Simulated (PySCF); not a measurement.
## Spectroscopy problems

One conformer, rapidly exchanging positions averaged, no relativistic terms, isolated molecule. GIAO PBE0/pcSseg-1 shieldings; couplings computed with B3LYP/pcJ-1 (spin–dipole term left out of most H,H and C,H couplings); geometry from GFN2-xTB; PySCF.

Shifts are taken against calculated references (same method and geometry level): $^{1}$H (σref 31.72), $^{13}$C (σref 186.93) against TMS. Multiplet labels drop J under 1 Hz and among equivalent protons, and merge close values. Unscaled 3J(H,H) run several per cent high. Splittings of carbon signals by F and P are missing where no couplings were computed. Where no couplings were computed, multiplicities follow the n + 1 count of equivalent neighbours, and m marks all less simple cases (inequivalent or close neighbours, rings, F or P nearby). One-bond C–F couplings are unscaled and too large by tens of Hz. Shifts are as computed. Against solution values, carbons near 30 ppm lie about +3 ppm off and those near 130 ppm about +5 ppm (rms about the fit 2.1 ppm; single classes can miss by 10 ppm). Of 1328 compounds with measured shifts, 309 miss one by over three times the rms of a fit or turn the order of signals round; such compounds aren't used in these exercises. Signals without a measured value on file couldn't be tested in this way; 1H shifts scatter by 0.2 ppm about their fit, and single ones miss by 0.5 ppm.

Task: C3F4N2O. $^{13}$C{$^{1}$H} NMR (computed): δ 183.1 (C), 168.2 (C), 127.1 (C). Give a structure.

Result: SMILES Fc1nc(C(F)(F)F)no1. Rings plus π bonds: 3 (1 ring in the answer). 3 carbon signals for 3 carbons: no two carbons are equivalent. Carbon types of the structure: 3 × C. δC 183.1: aromatic carbon bearing fluorine; σ withdrawal by the attached heteroatom moves it downfield of the ring CH carbons. δC 168.2: substituted aromatic carbon next to a ring nitrogen. δC 127.1: CF3 carbon; 3 electronegative neighbours deshield it.

This is the structure that produced the data.

Task: C8H10. $^{1}$H NMR (500 MHz, computed): δ 6.20 (m, 1H), 5.96 (d, 1H), 3.69 (m, 1H), 1.82 (s, 3H), 1.48 (m, 1H), 1.22 (s, 3H). $^{13}$C{$^{1}$H} NMR (computed): δ 143.3 (CH), 142.4 (CH), 67.9 (C), 63.1 (CH), 49.7 (C), 41.7 (CH), 12.9 (CH3), 11.0 (CH3). Give a structure.

Result: `C1=C[C@@H]2[C@@]3(C)[C@@H]2[C@]31C`. The formula gives 4 degrees of unsaturation (3 rings in the answer). 8 carbon signals for 8 carbons: no two carbons are equivalent. Carbon types of the structure: 2 × C, 4 × CH, 2 × CH3, which accounts for all hydrogens. δC 143.3, 142.4: alkene CH; as expected for a trigonal carbon in a double bond. δC 67.9, 63.1, 49.7, 41.7: three-membered-ring carbon. δC 12.9, 11.0: methyl carbon; a saturated carbon with 1 carbon neighbour and no heteroatom attached. δH 1.82, 1.22: hydrogen on a methyl carbon.

This is the structure that produced the data. Such data don't tell enantiomers apart.

Task: C4H7F. $^{1}$H NMR (500 MHz, computed): δ 5.53 (dtq, J = 3.4, 2.8, 1.5 Hz, 1H), 5.38 (d of sext, J = 5.9, 2.2 Hz, 1H), 5.08 (dtq, J = 52.9, 2.7, 1.3 Hz, 2H), 1.73 (ddq, J = 1.9, 1.8, 1.3 Hz, 3H). $^{13}$C{$^{1}$H} NMR (computed): δ 148.8 (d, J = 11.5 Hz), 114.8 (d, J = 12.4 Hz), 88.5 (d, J = 231.0 Hz), 20.6 (d, J = 1.9 Hz). Give a structure.

Result: `C(C(=C)C)F`. The formula gives 1 degree of unsaturation (no ring in the answer). 4 carbon signals for 4 carbons: no two carbons are equivalent. Carbon types of the structure: 1 × C, 2 × CH2, 1 × CH3, which accounts for all hydrogens. δC 148.8: fully substituted alkene carbon; as expected for a trigonal carbon in a double bond. δC 114.8: terminal =CH2 carbon; the olefinic region. δC 88.5: allylic sp3 CH2 bonded to F; the inductive effect lowers its shielding. δC 20.6: allylic methyl carbon; saturated and bonded to C and H only.

The shifts were computed for this structure.

Task: C5H8O2. $^{1}$H NMR (400 MHz, computed): δ 9.50 (t, 1H), 6.41 (d, 1H), 4.58 (m, 1H), 3.87 (s, 3H), 3.11 (m, 2H). $^{13}$C{$^{1}$H} NMR (computed): δ 203.1 (CH), 157.3 (CH), 102.4 (CH), 60.5 (CH3), 44.5 (CH2). Give a structure.

Result: `CO/C=C\CC=O`. The formula gives 2 degrees of unsaturation (no ring in the answer). 5 carbon signals for 5 carbons: no two carbons are equivalent. Carbon types of the structure: 3 × CH, 1 × CH2, 1 × CH3, which accounts for all hydrogens. δC 203.1: aldehyde carbonyl carbon; low-lying n→π* states of the double bond to the heteroatom give a large paramagnetic term (-267 ppm). δC 157.3: alkene carbon bearing oxygen; an sp2 carbon further deshielded by the attached heteroatom. δC 102.4: β carbon of an enol-ether or enamine type C=C; the O or N lone pair pushes π density onto this β carbon and shields it. δC 60.5: methyl carbon bonded to O; pulled downfield by the heteroatom.

The shifts were computed for this structure.
